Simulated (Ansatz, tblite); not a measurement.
Removing and adding an electron: Cu(CO) (CuCO). The state is a doublet with charge 0. Geometry: r2SCAN-D4/def2-TZVP. Ansatz, gas phase; energy differences of separate SCF runs; the oxidised species is a singlet (the triplet lies 3.60 eV higher at PBE0-D4/def2-TZVP); the reduced species is a singlet (the triplet lies 0.26 eV higher at PBE0-D4/def2-TZVPD).

```xyz
3

Cu    0.9173   -0.2635    1.2467
C     0.0153    0.2107   -0.3119
O    -0.9326    0.0528   -0.9348
```

The xTB rows come from tblite. Correlated methods freeze 11 core orbitals.

Problem. Estimate orbital energies and vertical ionisation energies and electron affinities at: GFN1-xTB; GFN2-xTB; HF/def2-TZVPP; PBE-D4/def2-TZVP; PBE-D4/def2-TZVPD; r2SCAN-D4/def2-TZVP; r2SCAN-D4/def2-TZVPD; PBE0-D4/def2-TZVP; PBE0-D4/def2-TZVPD; MP2/def2-TZVPP; CCSD/def2-TZVPP; CCSD(T)/def2-TZVPP.

Solution. 
| level | −HOMO (eV) | vertical IE (eV) | −LUMO (eV) | vertical EA (eV) | HOMO–LUMO gap (eV) | IE − EA (eV) | remarks |
| --- | --- | --- | --- | --- | --- | --- | --- |
| GFN1-xTB | – | 12.34 | – | 5.59 | – | 6.75 | – |
| GFN2-xTB | – | 10.58 | – | 4.37 | – | 6.20 | – |
| HF/def2-TZVPP | – | 5.47 | – | – | – | – | – |
| PBE-D4/def2-TZVP | 4.15 | 7.18 | 3.19 | – | 0.97 | – | – |
| PBE-D4/def2-TZVPD | 4.20 | – | 3.24 | 0.68 | 0.97 | – | HOMO above zero (-1 singlet), restricted SCF unstable in HF (-1 singlet) |
| r2SCAN-D4/def2-TZVP | 4.41 | 7.16 | 2.81 | – | 1.59 | – | – |
| r2SCAN-D4/def2-TZVPD | 4.45 | – | 2.86 | 0.56 | 1.58 | – | HOMO above zero (-1 singlet), restricted SCF unstable in HF (-1 singlet) |
| PBE0-D4/def2-TZVP | 4.71 | 6.84 | 2.02 | – | 2.70 | – | – |
| PBE0-D4/def2-TZVPD | 4.75 | – | 2.07 | 0.41 | 2.68 | – | HOMO above zero (-1 singlet), restricted SCF unstable in HF (-1 singlet) |
| MP2/def2-TZVPP | – | 6.34 | – | – | – | – | – |
| CCSD/def2-TZVPP | – | 6.20 | – | – | – | – | – |
| CCSD(T)/def2-TZVPP | – | 6.36 | – | – | – | – | – |

Run but left out: HF/def2-TZVPD, MP2/def2-TZVPD, CCSD/def2-TZVPD, CCSD(T)/def2-TZVPD (charge -1 singlet: restricted singlet, unstable towards broken spin symmetry).   A HOMO above zero means that the electron is unbound at that level or that self-interaction error raises the level; the energy of removing that electron tells which. HOMO and LUMO are the levels of the spin that leaves or enters (xTB has no such levels and no spin-polarisation term). Other spin states of the ions may lie lower, which would lower the ionisation energy or raise the affinity. Raw xTB energy differences between charge states are shifted by several eV; the methods need an empirical correction for them.
